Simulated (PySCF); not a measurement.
## Shapes and spin states of ReSI₂

These are results of PBE0/[Re def2-SVP with ECP60, S def2-SVP, I def2-SVP with ECP28], scalar-relativistic core potentials, density fitting, no spin–orbit coupling, PySCF, not measurements.

Relaxations began from a few typed shapes and spin states; open shells are unrestricted. The search is not exhaustive: other isomers or separated fragments can lie lower, and high-lying points may rest on an excited occupation.

**Question.** Which is the lowest minimum found?
A. quartet C2v: Re–I 2.585 Å (×2), Re–S 2.106 Å; I–Re–I 132.0°, I–Re–S 114.0° (×2)
B. doublet C2v: Re–I 2.552 Å (×2), Re–S 2.053 Å; I–Re–I 125.7°, I–Re–S 117.2° (×2)
C. doublet (⟨S²⟩ 1.08) Cs: Re–I 2.557 Å (×2), Re–S 2.060 Å; I–Re–I 126.9°, I–Re–S 116.5° (×2)
D. quartet C2v: Re–I 2.585 Å (×2), Re–S 2.106 Å; I–Re–I 131.9°, I–Re–S 114.1° (×2)

**Answer.** D. The others lie at 0.2 (quartet C2v), 18.6 (doublet Cs), 20.8 (doublet C2v) kJ/mol above it.

Formally Re is in oxidation state +4, d3, with 3 unpaired electrons (the high-spin count). The Mulliken spin on Re is 2.76. The polar-tensor charge on Re, 1.03, is far below the formal one.

For the lowest minimum: with open d or f shells other occupations or spin states may lie lower. Spin–orbit coupling, left out here, can matter for elements this heavy.
